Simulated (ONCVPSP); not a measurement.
**PBEsol ONCV dataset for germanium, scalar-relativistic all-electron reference.**

* Element: germanium (Ge)
* Generator: ONCVPSP 4.0.1
* Type: optimised norm-conserving Vanderbilt (ONCV)
* Functional: PBEsol
* Relativity: scalar-relativistic
* Frozen core: [Ar] 3d10
* Valence charge: 4
* Reference configuration: 4s2 4p2
* Partial waves: 4s: rc 1.25 bohr, ncon 4, nbas 7, qcut 6.4 1/bohr, 2 projectors, debl 0.5 Ha; 4p: rc 2.50 bohr, ncon 4, nbas 9, qcut 2.8 1/bohr, 2 projectors, debl 0.4 Ha; d scattering state at 0.07 Ha: rc 2.60 bohr, ncon 5, nbas 9, qcut 3.2 1/bohr, 3 projectors, debl 3.4 Ha
* Local potential: polynomial inside 0.95 bohr (lpopt 5, dvloc0 0 Ha)
* Core correction: none

All-electron outer shells of the reference configuration (PBEsol, scalar-relativistic, ld1.x):

```json
{"shell": "3p", "level (eV)": "-115.43", "outermost node (bohr)": "0.23", "outermost maximum (bohr)": "0.54"}
{"shell": "3d", "level (eV)": "-29.31", "outermost node (bohr)": "–", "outermost maximum (bohr)": "0.50"}
{"shell": "4s", "level (eV)": "-11.74", "outermost node (bohr)": "0.77", "outermost maximum (bohr)": "1.75"}
{"shell": "4p", "level (eV)": "-3.90", "outermost node (bohr)": "0.82", "outermost maximum (bohr)": "2.22"}
```

(1) Does the generator finish with these settings?

Results:

(1) No. ONCVPSP 4.0.1 stopped with "optimize: ERROR ps0norm > uunorm, code will stop": the continuity conditions at rc already need more norm inside rc than the all-electron wave has, so norm conservation cannot be met. It happened in the s channel.
